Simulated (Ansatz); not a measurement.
Cost and result for the atomization energy of H₄N₂Sn, SMILES `[NH2][Sn][NH2]` (7 atoms, 6 bonds).

Charge 0, multiplicity 1. Correlated methods include outer-core shells of Sn, which these sets cover unevenly. Sn: def2 effective core potential. Geometry: relaxed with PBE0-D4/def2-TZVP. It is one conformer, not always the lowest. Program: Ansatz. All runs use 4 threads of an Arm Neoverse V1 on a shared host. Times are those of one run each, without the atoms' runs, and a repeat can differ threefold. Electronic energies, without spin–orbit coupling; frozen cores. CCSD(T)/CBS adds CCSD(T) − MP2 in def2-TZVPP to the MP2 limit, and its time is that of the two runs behind it. T1 = 0.016. With those shells the extrapolation isn't a true limit.

CCSD(T)/CBS is a level of theory with its own doubt, some kJ/mol a heavy atom from the limit and from the frozen cores, so smaller differences don't rank the functionals.

```csv
level,functions,wall time
LDA (SPW92)/def2-TZVPP,168,0.6 s
revPBE-D4/def2-TZVPP,168,1 s
PBE-D4/def2-TZVPP (with forces),168,1.2 s
BHLYP-D4/def2-TZVPP,168,1.2 s
PBE0-D4/def2-TZVPP,168,1.3 s
CCSD(T)/def2-SVP,74,1.4 s
r2SCAN-D4/def2-TZVPP (with forces),168,2.1 s
PBE-QIDH/def2-TZVPP,168,2.5 s
B97M-V/def2-TZVPP,168,4.1 s
ωB97M-V/def2-TZVPP (with forces),168,4.5 s
MP2/def2-QZVPP,316,6.5 s
CCSD(T)/def2-TZVPP,168,29 s
CCSD(T)/CBS(def2),–,35 s
```

Question: What atomization energy does each give, and how far from CCSD(T)/CBS? (An estimate is asked.)

Answer: Computed: 
```csv
level,atomization (kcal/mol),difference from CCSD(T)/CBS,per bond
LDA (SPW92)/def2-TZVPP,608.1,82.1,13.7
revPBE-D4/def2-TZVPP,520.4,-5.6,-0.9
PBE-D4/def2-TZVPP (with forces),536.2,10.2,1.7
BHLYP-D4/def2-TZVPP,502.1,-23.9,-4.0
PBE0-D4/def2-TZVPP,517.5,-8.5,-1.4
CCSD(T)/def2-SVP,465.6,-60.4,-10.1
r2SCAN-D4/def2-TZVPP (with forces),516.8,-9.2,-1.5
PBE-QIDH/def2-TZVPP,508.2,-17.8,-3.0
B97M-V/def2-TZVPP,522.9,-3.1,-0.5
ωB97M-V/def2-TZVPP (with forces),523.8,-2.2,-0.4
MP2/def2-QZVPP,521.3,-4.7,-0.8
CCSD(T)/def2-TZVPP,502.8,-23.2,-3.9
CCSD(T)/CBS(def2),526.0,0.0,0.0
```

At CCSD(T), def2-SVP lies −60.4 kcal/mol from the extrapolated value and def2-TZVPP −23.2 kcal/mol: correlation converges slowly with the basis, and small sets miss more of it in the bonded molecule than in its fragments. From BLYP to BHLYP (50 % exact exchange), in def2-TZVPP and without D4, the atomization energy moves by −29.0 kcal/mol: exact exchange takes away binding that semilocal exchange gives to molecules. Leaving LDA and LC-ωPBE aside and taking each functional with its dispersion term where it has one, the values spread over 34.2 kcal/mol, from BHLYP-D4 to PBE-D4. LDA lies +74.8 kcal/mol from PBE without D4, its usual overbinding.

Spin–orbit coupling would lower the free Sn atoms strongly, and the atomization energy with them, by more than many differences here. For some Ge, Se and Sn compounds the MP2-based and the directly extrapolated limit differ by 10 to 25 kJ/mol.
